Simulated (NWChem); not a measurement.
# Total energies of Sb (-1)

```
Sb
```
Charge -1, spin multiplicity 3.

The numbers come from NWChem runs, not from measurements.

Basis set: def2-SVPD (32 functions).

| method | total energy (Ha) |
|---|---|
| UHF | -239.25398 |
| UMP2 | -239.33964 |
| UB2PLYP | -239.94758 |
| UPBE | -240.21644 |
| UB3LYP | -240.30751 |
| UCAM-B3LYP | -240.21538 |

Total energies of different functionals aren't comparable as a measure of quality: only differences taken within one method are. 

Effective core potentials replace the inner electrons of Sb; spin-orbit coupling is left out. The correlated methods keep 4 core orbitals frozen. B3LYP has NWChem's definition, with VWN1-RPA local correlation. No SCF solution was tested for a lower state. Open-shell Hartree-Fock references start from PBE0 orbitals.
